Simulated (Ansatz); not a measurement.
Species: C$_{2}$H$_{5}$Br$_{3}$Si, net charge 0, singlet state. 
Coordinates optimised at B3LYP-D3(BJ)/def2-TZVP (Ansatz, a program for electronic structure):
SMILES: Br[Si](Br)(CC)Br
```xyz
11

C     -3.0830     0.1164     0.2481
C     -1.9666    -0.9201     0.0935
Si    -0.2525    -0.2034     0.0064
Br    -0.0748     1.1731    -1.7333
Br     0.2056     0.9389     1.8608
Br     1.2409    -1.8357    -0.2165
H     -3.0966     0.8120    -0.5915
H     -2.9598     0.6977     1.1624
H     -4.0560    -0.3750     0.2920
H     -1.9648    -1.6253     0.9295
H     -2.1010    -1.5115    -0.8167
```

Total electronic energies in hartree. Valence correlation only, unless marked. No spin-orbit coupling. Frozen are the shells of the preceding noble gas and the d and f shells that filled before the atom's block. No relativistic terms. Basis-set limits of correlation are two-point, X^-3; Hartree-Fock from the larger set. [CCSD(T)-MP2]/basis is that difference in the basis named.

```json
[
 {"level": "revPBE-D3(BJ)/def2-TZVPD", "program": "Ansatz + dftd3", "energy (Eh)": "-8090.66826"},
 {"level": "r2SCAN-D4/def2-TZVPD", "program": "Ansatz + dftd4", "energy (Eh)": "-8091.27752"},
 {"level": "B97M-V/def2-TZVPD", "program": "Ansatz", "energy (Eh)": "-8089.93308"},
 {"level": "B3LYP-D3(BJ)/def2-TZVPD", "program": "Ansatz + dftd3", "energy (Eh)": "-8091.51901"},
 {"level": "B3LYP/def2-TZVPD", "program": "Ansatz", "energy (Eh)": "-8091.49032"},
 {"level": "PBE0/def2-SVP", "program": "Ansatz", "energy (Eh)": "-8089.15239"},
 {"level": "PBE0-D3(BJ)/def2-TZVP", "program": "Ansatz + dftd3", "energy (Eh)": "?"},
 {"level": "PBE0/def2-TZVPD", "program": "Ansatz", "energy (Eh)": "?"},
 {"level": "BHLYP/def2-TZVPD", "program": "Ansatz", "energy (Eh)": "-8091.31099"},
 {"level": "HSE06-D4/def2-TZVPD", "program": "Ansatz + dftd4", "energy (Eh)": "-8090.29532"},
 {"level": "wB97M-V/def2-TZVPD", "program": "Ansatz", "energy (Eh)": "-8090.89989"},
 {"level": "B2GP-PLYP-D4/def2-TZVPD", "program": "Ansatz + dftd4", "energy (Eh)": "-8089.44849"},
 {"level": "MP2/def2-SVPD", "program": "Ansatz", "energy (Eh)": "-8084.68857"},
 {"level": "MP2/def2-TZVPP", "program": "Ansatz", "energy (Eh)": "-8085.98898"},
 {"level": "RI-MP2/CBS(def2-TZVPP,def2-QZVPP)", "program": "Ansatz", "energy (Eh)": "-8086.2975"},
 {"level": "SCS-MP2/STO-3G", "program": "Ansatz", "energy (Eh)": "-7997.67413"},
 {"level": "SCS-MP2/6-31G", "program": "Ansatz", "energy (Eh)": "-8084.11594"},
 {"level": "SCS-MP2/def2-TZVPPD", "program": "Ansatz", "energy (Eh)": "-8085.98653"},
 {"level": "CCSD/CBS(def2-TZVPP,def2-QZVPP)", "program": "Ansatz", "energy (Eh)": "-8086.3477"},
 {"level": "CCSD(T)/STO-3G", "program": "Ansatz", "energy (Eh)": "-7997.70730"},
 {"level": "CCSD(T)/def2-TZVPP", "program": "Ansatz", "energy (Eh)": "-8086.09674"},
 {"level": "RI-MP2/CBS(def2-TZVPPD,def2-QZVPPD)+[CCSD(T)-MP2]/def2-SVPD", "program": "Ansatz", "energy (Eh)": "-8086.3855"},
 {"level": "CCSD(T)/CBS(def2-TZVPPD,def2-QZVPPD)", "program": "Ansatz", "energy (Eh)": "-8086.4017"}
]
```

### Question
Complete the blanks.

### Answer

- PBE0-D3(BJ)/def2-TZVP, energy (Eh): -8090.29267
- PBE0/def2-TZVPD, energy (Eh): -8090.28031
